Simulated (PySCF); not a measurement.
SMILES C#CBO, singlet, PBE0/def2-SVP optimised geometry.

```
7

B      0.31    -0.71     0.00
C     -0.46     0.61     0.00
C     -1.02     1.69     0.00
H     -1.52     2.65     0.00
H      1.52    -0.71     0.00
O     -0.38    -1.87     0.00
H      0.19    -2.65     0.00
```

Density from PBE0/def2-TZVP (PySCF) at that geometry.

Minimum of the electron density along straight lines between bonded atoms, close to the bond critical point (lines longer than 1.1 times the sum of covalent radii, or with two minima, are not listed):

```json
[
 {"bond": "B1–C2", "length / Å": "1.532", "ρ at the minimum / e bohr⁻³": "0.183", "∇²ρ there / e bohr⁻⁵": "-0.03", "position (fraction from the first atom)": "0.33"},
 {"bond": "C2–C3", "length / Å": "1.217", "ρ at the minimum / e bohr⁻³": "0.411", "∇²ρ there / e bohr⁻⁵": "[?]", "position (fraction from the first atom)": "0.48"},
 {"bond": "C3–H4", "length / Å": "1.076", "ρ at the minimum / e bohr⁻³": "[?]", "∇²ρ there / e bohr⁻⁵": "-1.05", "position (fraction from the first atom)": "0.67"},
 {"bond": "B1–H5", "length / Å": "1.213", "ρ at the minimum / e bohr⁻³": "0.182", "∇²ρ there / e bohr⁻⁵": "-0.41", "position (fraction from the first atom)": "0.44"},
 {"bond": "B1–O6", "length / Å": "1.349", "ρ at the minimum / e bohr⁻³": "0.215", "∇²ρ there / e bohr⁻⁵": "1.02", "position (fraction from the first atom)": "0.33"},
 {"bond": "O6–H7", "length / Å": "0.962", "ρ at the minimum / e bohr⁻³": "[?]", "∇²ρ there / e bohr⁻⁵": "-2.49", "position (fraction from the first atom)": "0.81"}
]
```

Problem. Some entries are withheld; supply them.

Solution. 
- C2–C3, ∇²ρ there / e bohr⁻⁵: -1.21
- C3–H4, ρ at the minimum / e bohr⁻³: 0.284
- O6–H7, ρ at the minimum / e bohr⁻³: 0.360
